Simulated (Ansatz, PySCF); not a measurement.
Process, species as SMILES: [SiH]Br + 2 [H][H] (H2) -> Br (HBr) + [SiH4] (SiH4)
Structures are relaxed separately at B3LYP-D3(BJ)/def2-TZVP in Ansatz (a first-principles code). Unstable Hartree-Fock reference: [SiH]Br.

Quantity: energy of full hydrogenation (electronic energy difference), in kcal/mol. Valence correlation only, unless marked. Spin-orbit coupling is left out. The frozen core is the preceding noble-gas configuration, with the filled d and f shells of earlier blocks. Non-relativistic. Basis-set limits of correlation are two-point, X^-3; Hartree-Fock from the larger set.

CCSD(T)/CBS(def2-TZVPPD,def2-QZVPPD) (Ansatz) gives -33.6 kcal/mol.

### Question
Another calculation gave -38.8 kcal/mol. Which level was it?
(A) revPBE/def2-TZVPD (Ansatz)
(B) TPSSh/def2-TZVPD (PySCF)
(C) PW6B95/def2-TZVPD (PySCF)
(D) HF/def2-TZVPD (PySCF)

### Answer
D, HF/def2-TZVPD (PySCF). The others give -35.5 (TPSSh), -32.7 (PW6B95), -28.6 (revPBE) kcal/mol.
